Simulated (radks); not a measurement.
Ionisation of the erbium ion Er2+, [Xe] 4f12, to [Xe] 4f11 as the strength of local exchange is varied. All-electron calculation, Dirac Kohn-Sham, Slater X-alpha exchange (alpha = 2/3 is LDA exchange), no correlation, spin-unpolarised, spherical densities, point nucleus; open shells fill j = l - 1/2 first. Program: a radial shooting solver on a logarithmic mesh with Libxc functionals.

| alpha | E(Er2+) (hartree) | exchange (hartree) | IE (eV) | -e of the level emptied (eV) | <r> of it (bohr) |
|---|---|---|---|---|---|
| 0.628 | -13068.6763 | -248.0945 | 23.143 | 14.693 (4f7/2) | 0.8432 |
| 0.636 | -13071.8372 | -251.3224 | 23.356 | 14.873 (4f7/2) | 0.8413 |
| 0.667 | -13084.0935 | -263.8460 | 24.192 | 15.586 (4f7/2) | 0.8341 |
| 0.691 | -13093.5910 | -273.5588 | 24.851 | 16.151 (4f7/2) | 0.8288 |
| 0.873 | -13165.8606 | -347.6980 | 30.147 | 20.792 (4f7/2) | 0.7930 |
| 1.011 | -13220.9475 | -404.4803 | 34.499 | 24.695 (4f7/2) | 0.7701 |
| x | -13068.2813 | -247.6911 | 23.117 | 14.670 (4f7/2) | 0.8434 |

Which alpha was used in the last row?

Answer. alpha = 0.627. NIST Atomic Spectra Database: 22.70 eV (semi-empirical). The central value is not met in this range of alpha. Spin polarisation and multiplet splitting are left out, so open shells lie too high by an amount that depends on their filling.

Beside tabulated values, note that spin-unpolarised runs miss the spin-polarisation part of the exchange energy of open shells.
